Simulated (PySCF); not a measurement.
The same groups moved round the core (naphthalene chloro+silyl). All species are isolated molecules in the gas phase. Strings in code marks are SMILES.

B3LYP has the VWN-RPA correlation part, as in Gaussian. Delta-SCF ions had no search for a lower state. Excitations are Tamm–Dancoff values on a coarser integration grid. The basis has no diffuse functions, so Rydberg states are missing or too high.

A: `c1c2c(ccc(c2ccc1)[SiH3])Cl`
B: `[SiH3]c1cccc2cccc(Cl)c12`
C: `c1(cc2ccccc2c(c1)Cl)[SiH3]`
D: `[SiH3]c1cccc2c(Cl)cccc12`

Task: Put the candidates in order of brightest of the four lowest singlets (TDA), lowest first, for B3LYP-D3(BJ)/def2-TZVP // PBE0-D4/def2-SVP in PySCF 2.14.0.

Result: A (4.28 eV), C (4.34 eV), B (5.76 eV), D (5.81 eV)
